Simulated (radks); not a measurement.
Results of a calculation; reference values are marked as such.
Ionisation of the arsenic ion As+, [Ar] 3d10 4s2 4p2, to [Ar] 3d10 4s2 4p1 as the strength of local exchange is varied. Code: a radial shooting solver on a logarithmic mesh with Libxc functionals. Model: scalar-relativistic Kohn-Sham, Slater X-alpha exchange (alpha = 2/3 is LDA exchange), no correlation, spin-polarised, spherical densities, finite nucleus; open shells are filled with parallel spins first; Fermi nuclear charge, rms radius 4.0968 fm.

[
 {"alpha": "0.667", "E(As+) (hartree)": "-2254.56273", "exchange (hartree)": "-77.36383", "IE (eV)": "17.709", "-e of the level emptied (eV)": "13.245 (4p)", "<r> of it (bohr)": "2.320"},
 {"alpha": "0.8", "E(As+) (hartree)": "-2270.05617", "exchange (hartree)": "-93.41538", "IE (eV)": "19.351", "-e of the level emptied (eV)": "14.820 (4p)", "<r> of it (bohr)": "2.243"},
 {"alpha": "0.839", "E(As+) (hartree)": "-2274.61907", "exchange (hartree)": "-98.16138", "IE (eV)": "19.846", "-e of the level emptied (eV)": "15.296 (4p)", "<r> of it (bohr)": "2.222"},
 {"alpha": "0.884", "E(As+) (hartree)": "-2279.89507", "exchange (hartree)": "-103.65956", "IE (eV)": "20.424", "-e of the level emptied (eV)": "15.855 (4p)", "<r> of it (bohr)": "2.198"},
 {"alpha": "0.906", "E(As+) (hartree)": "-2282.47877", "exchange (hartree)": "-106.35614", "IE (eV)": "20.710", "-e of the level emptied (eV)": "16.131 (4p)", "<r> of it (bohr)": "2.187"},
 {"alpha": "0.943", "E(As+) (hartree)": "-2286.83049", "exchange (hartree)": "-110.90401", "IE (eV)": "21.194", "-e of the level emptied (eV)": "16.601 (4p)", "<r> of it (bohr)": "2.168"},
 {"alpha": "0.977", "E(As+) (hartree)": "-2290.83645", "exchange (hartree)": "-115.09717", "IE (eV)": "21.644", "-e of the level emptied (eV)": "17.037 (4p)", "<r> of it (bohr)": "2.151"}
]

NIST Atomic Spectra Database: 18.589 eV (measured). The Delta-SCF value meets it near alpha = 0.74. Open shells are spherical and high-spin; term and fine-structure splittings are not resolved.
